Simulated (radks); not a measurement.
Results of a calculation; reference values are marked as such.
Problem. The mean radii <r> (bohr) of the occupied orbitals of an atom or ion are listed with their occupations. Level of theory: scalar-relativistic Kohn-Sham, BLYP, spin-unpolarised, spherical densities, finite nucleus; Fermi nuclear charge, rms radius of each element as measured or else 0.836 A^(1/3) + 0.57 fm (a radial shooting solver on a logarithmic mesh with Libxc functionals).

| orbital | occ. | <r> |
|---|---|---|
| 1s | 2 | 0.1034 |
| 2s | 2 | 0.4889 |
| 2p | 4 | 0.4413 |

Name the element and its charge.

Solution. Z = 15, phosphorus, charge +7: P7+ in [He] 2s2 2p4. The 1s radius gives Z: for a bare nucleus <r> = (2 gamma + 1)/(2Z) with gamma = sqrt(1 - (Z/c)^2), 0.0996 bohr for Z = 15, and screening makes it slightly larger (0.1034 here). The occupations add up to 8, and the charge is Z minus that.
